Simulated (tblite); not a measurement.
H₇P₃Si.
Bonds: Si1–P2, P2–P3, P2–P4. Hydrogens: H5, H6, H7 on Si1; H8, H9 on P3; H10, H11 on P4.

Computed geometry: GFN2-xTB, gas phase.

Question: List the bond lengths and angles at this level.

Answer: 
```tsv
bond	length (Å)	order
Si1–P2	2.260	single
P2–P3, P2–P4	2.167	single
Si1–H5, Si1–H6, Si1–H7	1.464	single
P3–H8 and 3 like bonds	1.393	single
```

Bonds in one row agree within 0.01 Å and their mean is given. Orders are formal, as drawn. A selection of angles:
```tsv
angle	degrees
P2–Si1–H5	105.1
P2–Si1–H7	112.1
H5–Si1–H6	111.7
Si1–P2–P3	97.5
P3–P2–P4	96.6
P2–P3–H8	92.8
H8–P3–H9	92.0
```

P2 (three-coordinate phosphorus) is pyramidal (angles 97.5°, 96.7° and 96.6°, sum 290.8°, 1.10 Å off the plane of its three neighbours). Si1 (SiH3 silicon) is distorted tetrahedral (angles from 105.1° to 112.1°). P3 (three-coordinate phosphorus) is pyramidal (angles 93.8°, 92.8° and 92.0°, sum 278.7°, 0.85 Å off the plane of its three neighbours).

Point group: near Cs, missed by 0.28 Å at most; the miss may be what the optimiser left on a soft mode. Its GFN2-xTB frequencies are all real (lowest 69 cm⁻¹). One conformer, not necessarily the lowest (Si1–P2–P3–H -81° and -173°, Si1–P2–P4–H 78° and 171°).

Time: 0.85 s. Hardware: an Arm Neoverse V1 with one thread, no GPU (shared host). That covers the optimisation of the geometry.
